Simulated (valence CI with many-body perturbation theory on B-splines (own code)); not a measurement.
**E1 line list for Er³⁶⁺**

Level of theory: configuration interaction combined with many-body perturbation theory (CI+MBPT): four valence electrons over a frozen Dirac-Fock core [Ar] 3d10, a basis of 11 s, 11 p, 9 d, 7 f, 5 g, 2 h, 1 i functions for each j, with the one-electron correlation potential Σ1 (screened to all orders), the two-electron term Σ2, the three-electron term Σ3, Breit, model QED; selected single and double excitations, second order for the rest (own B-spline code, finite nucleus).

No measured spectrum was set against this ion. As an estimate, large intervals hold to a few tenths of a per cent, small ones and those within an open d or f shell to about a per cent.

Lines 51 to 100 of 241 in falling wavelength, among levels below 379.84 eV, chosen from the strongest by gf and those to the six lowest levels. Wavelengths and rates use the calculated energies. Electric multipoles are in the length gauge, E1 and E2 with the static RPA response of the core. Weak lines are less certain than strong ones. Lines between different terms over intervals too small for the method are left out, as are lines whose strength nearly cancels. Where a level lies close to another of its J and parity, the split of strength between their lines is uncertain. The highest levels of a list are the least certain.

Levels are named by their leading jj configuration (3d3/2^4 stands for four electrons in 3d with j = 3/2), which in mixed levels can hold well under half, so a name can repeat and another be missing. Letters in brackets count levels of one name in rising energy.

```tsv
λ vac (nm)	Upper	Lower	A (s⁻¹)	S (a.u.)
13.29	(4s 4p1/2 4p3/2 4d5/2) J=2 [e]	(4s^2 4p3/2 4d5/2) J=3	9.82e+09	5.69e-02
13.25	(4p1/2 4p3/2^3) J=1	(4s^2 4p3/2 4d5/2) J=2	1.49e+10	5.12e-02
13.18	(4s 4p1/2^2 4p3/2) J=1	(4s^2 4p1/2 4p3/2) J=1	5.35e+09	1.81e-02
12.83	(4s 4p1/2 4p3/2^2) J=2 [b]	(4s^2 4p3/2^2) J=2	1.08e+10	5.61e-02
12.82	(4s 4p1/2 4p3/2^2) J=1 [b]	(4s^2 4p3/2^2) J=2	1.31e+10	4.09e-02
12.51	(4p1/2^2 4p3/2^2) J=2	(4s 4p1/2 4p3/2^2) J=2 [a]	1.18e+10	5.71e-02
12.09	(4s 4p1/2 4p3/2 4d5/2) J=2 [c]	(4s^2 4p3/2 4d3/2) J=3	8.30e+09	3.62e-02
11.61	(4s 4p1/2^2 4d5/2) J=2	(4s 4p1/2 4p3/2^2) J=3	8.28e+09	3.20e-02
10.30	(4s 4p1/2^2 4d3/2) J=1	(4s 4p1/2^2 4p3/2) J=1	1.55e+10	2.51e-02
9.906	(4s 4p1/2 4p3/2 4d3/2) J=2 [a]	(4s 4p1/2 4p3/2^2) J=3	8.65e+09	2.07e-02
9.688	(4s^2 4p1/2 4d3/2) J=2	(4s^2 4p1/2 4p3/2) J=2	1.29e+09	2.90e-03
9.588	(4s 4p1/2 4p3/2^2) J=2 [a]	(4s^2 4p1/2 4p3/2) J=2	2.32e+07	5.04e-05
9.422	(4s^2 4p3/2 4d3/2) J=1	(4s^2 4p3/2^2) J=0	7.65e+08	9.47e-04
9.412	(4s^2 4p1/2 4d3/2) J=2	(4s^2 4p1/2 4p3/2) J=1	1.07e+08	2.21e-04
9.318	(4s 4p1/2 4p3/2^2) J=2 [a]	(4s^2 4p1/2 4p3/2) J=1	7.90e+09	1.58e-02
9.301	(4s 4p1/2^2 4d3/2) J=1	(4s 4p1/2^2 4p3/2) J=2	5.07e+09	6.04e-03
9.287	(4s 4p1/2 4p3/2 4d3/2) J=2 [d]	(4s 4p1/2 4p3/2^2) J=1 [b]	1.48e+10	2.92e-02
9.200	(4s 4p1/2 4p3/2 4d5/2) J=3 [b]	(4s 4p1/2 4p3/2^2) J=2 [b]	1.38e+10	3.72e-02
9.148	(4s 4p1/2^2 4d3/2) J=2	(4s 4p1/2^2 4p3/2) J=2	1.16e+10	2.20e-02
9.081	(4s 4p1/2 4p3/2^2) J=3	(4s^2 4p1/2 4p3/2) J=2	1.96e+09	5.06e-03
9.038	(4s 4p3/2^3) J=2	(4s^2 4p3/2^2) J=2	6.62e+09	1.21e-02
8.987	(4s 4p1/2 4p3/2 4d5/2) J=3 [c]	(4s 4p1/2 4p3/2^2) J=2 [b]	8.66e+09	2.17e-02
8.960	(4s 4p1/2 4p3/2 4d5/2) J=4 [b]	(4s^2 4p1/2 4d5/2) J=3	2.21e+10	7.05e-02
8.894	(4s 4p1/2 4p3/2 4d3/2) J=1 [d]	(4s 4p1/2 4p3/2^2) J=1 [a]	1.82e+10	1.90e-02
8.867	(4s^2 4p3/2 4d3/2) J=1	(4s^2 4p3/2^2) J=2	2.42e+09	2.49e-03
8.862	(4s^2 4p3/2 4d3/2) J=2	(4s^2 4p3/2^2) J=2	1.46e+08	2.52e-04
8.853	(4s 4p1/2 4p3/2 4d5/2) J=3 [b]	(4s^2 4p1/2 4d5/2) J=2	1.63e+10	3.90e-02
8.803	(4s 4p1/2 4p3/2 4d3/2) J=3 [b]	(4s 4p1/2 4p3/2^2) J=3	1.03e+10	2.42e-02
8.763	(4s 4p1/2 4p3/2 4d5/2) J=3 [c]	(4s^2 4p1/2 4d5/2) J=3	9.94e+09	2.31e-02
8.742	(4s 4p1/2 4p3/2 4d5/2) J=4 [c]	(4s^2 4p1/2 4d5/2) J=3	2.77e+10	8.22e-02
8.723	(4s^2 4p3/2 4d3/2) J=3	(4s^2 4p3/2^2) J=2	6.47e+09	1.48e-02
8.691	(4s^2 4p1/2 4d3/2) J=1	(4s^2 4p1/2 4p3/2) J=2	6.54e+09	6.36e-03
8.656	(4s 4p1/2 4p3/2 4d5/2) J=3 [c]	(4s^2 4p1/2 4d5/2) J=2	9.25e+09	2.07e-02
8.470	(4s^2 4p1/2 4f5/2) J=3	(4s^2 4p1/2 4d5/2) J=3	2.62e+10	5.50e-02
8.468	(4s^2 4p1/2 4d3/2) J=1	(4s^2 4p1/2 4p3/2) J=1	1.69e+10	1.52e-02
8.425	(4s 4p1/2 4p3/2 4d3/2) J=2 [d]	(4s^2 4p1/2 4d3/2) J=1	2.24e+10	3.31e-02
8.419	(4s 4p1/2 4p3/2 4d3/2) J=2 [b]	(4s^2 4p1/2 4d3/2) J=2	1.50e+11	2.22e-01
8.408	(4s 4p1/2 4p3/2 4d5/2) J=1 [b]	(4s 4p1/2 4p3/2^2) J=1 [a]	2.51e+10	2.21e-02
8.377	(4s 4p1/2 4p3/2 4d5/2) J=2 [c]	(4s 4p1/2 4p3/2^2) J=1 [b]	1.35e+10	1.96e-02
8.374	(4s 4p1/2 4p3/2 4d5/2) J=2 [c]	(4s 4p1/2 4p3/2^2) J=2 [b]	3.60e+10	5.22e-02
8.369	(4s^2 4p1/2 4f5/2) J=3	(4s^2 4p1/2 4d5/2) J=2	3.64e+10	7.36e-02
8.368	(4s 4p1/2 4p3/2 4d5/2) J=1 [b]	(4s^2 4p1/2 4d5/2) J=2	4.90e+10	4.26e-02
8.363	(4s 4p1/2 4p3/2 4d3/2) J=3 [c]	(4s 4p1/2 4p3/2^2) J=2 [a]	4.19e+10	8.46e-02
8.355	(4s 4p1/2 4p3/2 4d5/2) J=1 [c]	(4s 4p1/2 4p3/2^2) J=2 [b]	4.33e+10	3.74e-02
8.353	(4s 4p1/2 4p3/2 4d3/2) J=1 [d]	(4s^2 4p1/2 4d3/2) J=1	1.23e+11	1.06e-01
8.318	(4s 4p1/2 4p3/2^2) J=0	(4s^2 4p1/2 4p3/2) J=1	1.34e+11	3.79e-02
8.316	(4s^2 4p3/2 4d5/2) J=1 [a]	(4s^2 4p3/2^2) J=0	5.14e+09	4.38e-03
8.299	(4s 4p1/2 4p3/2 4d3/2) J=3 [b]	(4s^2 4p1/2 4d3/2) J=2	4.68e+10	9.24e-02
8.295	(4s 4p1/2 4p3/2 4d5/2) J=2 [d]	(4s 4p1/2 4p3/2^2) J=1 [b]	3.82e+10	5.39e-02
8.292	(4s 4p1/2 4p3/2 4d5/2) J=2 [d]	(4s 4p1/2 4p3/2^2) J=2 [b]	1.74e+10	2.45e-02
```
